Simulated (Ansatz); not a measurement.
Species: difluoroboranylsilane, BSiH3F2 (charge 0, singlet). SMILES: FB(F)[SiH3]
Geometry: optimised at B3LYP-D3(BJ)/def2-TZVP (Ansatz, an electronic-structure program).

Wanted: vertical triplet-singlet gap, E(triplet) - E(singlet), in eV. Set-up: no spin-orbit coupling; open shells spin-unrestricted; non-relativistic; six Cartesian d functions in 6-31G* and its kin unless marked 5d; dispersion terms only where a functional's name holds one; each state is the SCF solution reached for its charge and spin; valence correlation only. CBS(X,Y): correlation extrapolated as X^-3; Hartree-Fock from the larger set. The bracket is a focal-point correction in the basis named. First-principles rows: single points at B3LYP-D3(BJ) geometries (Ansatz). Levels can end on unlike triplets.

```
species            coefficient  E at B3LYP/6-31G* (Ansatz), Eh  E at PBE0/def2-TZVPD (Ansatz), Eh
-----------------  -----------  ------------------------------  ---------------------------------
charge 0, triplet           +1                      -515.72790                         -515.50286
charge 0, singlet           -1                      -515.93419                         -515.69281
```

Coupled cluster (Ansatz) is a level with limits of its own, used here on species with T1 under 0.025 (0.045 for open shells) and stable references: RI-MP2/CBS(aug-cc-pV(T+d)Z,aug-cc-pV(Q+d)Z)+[CCSD(T)-MP2]/aug-cc-pV(T+d)Z. Value to compare with, RI-MP2/CBS(aug-cc-pV(T+d)Z,aug-cc-pV(Q+d)Z)+[CCSD(T)-MP2]/aug-cc-pV(T+d)Z (Ansatz): 5.65 eV. 1 Eh = 27.2114 eV.

Q: Work the quantity out at each level, and compare with RI-MP2/CBS(aug-cc-pV(T+d)Z,aug-cc-pV(Q+d)Z)+[CCSD(T)-MP2]/aug-cc-pV(T+d)Z (Ansatz).

A: 
- B3LYP/6-31G*: the sum of coefficient times E is 0.20629 Eh, or 5.613 eV. Result: 5.61 eV. Its difference against RI-MP2/CBS(aug-cc-pV(T+d)Z,aug-cc-pV(Q+d)Z)+[CCSD(T)-MP2]/aug-cc-pV(T+d)Z (Ansatz) is -0.04 eV.
- PBE0/def2-TZVPD: the sum of coefficient times E is 0.18995 Eh, or 5.169 eV. Result: 5.17 eV. Its difference against RI-MP2/CBS(aug-cc-pV(T+d)Z,aug-cc-pV(Q+d)Z)+[CCSD(T)-MP2]/aug-cc-pV(T+d)Z (Ansatz) is -0.48 eV.
